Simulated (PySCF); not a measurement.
# Excited states of In+ (indium, charge +1)

Ground state [Kr] 4d10 5s2, ¹S. Calculation: PySCF 2.14, in aug-cc-pVTZ-PP with ECP28MDF (6s5p4d2f, 55 functions); scalar relativity through the core potential. Vertical excitation energies in eV without spin-orbit coupling; excited terms of each kind are numbered among those the solver found. Frozen: 4s2 4p6.

| term | leading excitation | EOM-EE-CCSD | measured centre of gravity (NIST) |
| --- | --- | --- | --- |
| 1 3P° | 5s → p | 5.133 | 5.531 (5s5p) |
| 1 1P° | 5s → p | 7.748 | 7.816 (5s5p) |
| 1 3S | 5s → s | 11.181 | 11.645 (5s6s) |
| 1 1S | 5s → s | 11.559 | 12.030 (5s6s) |
| 1 1D | 5s → d | 11.635 | n/a |
| 1 3D | 5s → d | 12.153 | 12.674 (5s5d) |
| 2 3P° | 5s → p | 12.953 | n/a |
| 2 1P° | 5s → p | 13.218 | n/a |
| 2 3S | 5s → s | 15.064 | n/a |
| 2 1S | 5s → s | 15.423 | n/a |
| 2 3D | 5s → d | 15.869 | n/a |
| 2 1D | 5s → d | 16.569 | n/a |
| 1 3F° | 5s → f | 16.771 | n/a |
| 1 1F° | 5s → f | 16.828 | n/a |

Only the lower part of the computed list is shown. Doubly excited terms such as np² are absent. The solver can miss terms. Rydberg members are limited by the diffuse functions of the basis.
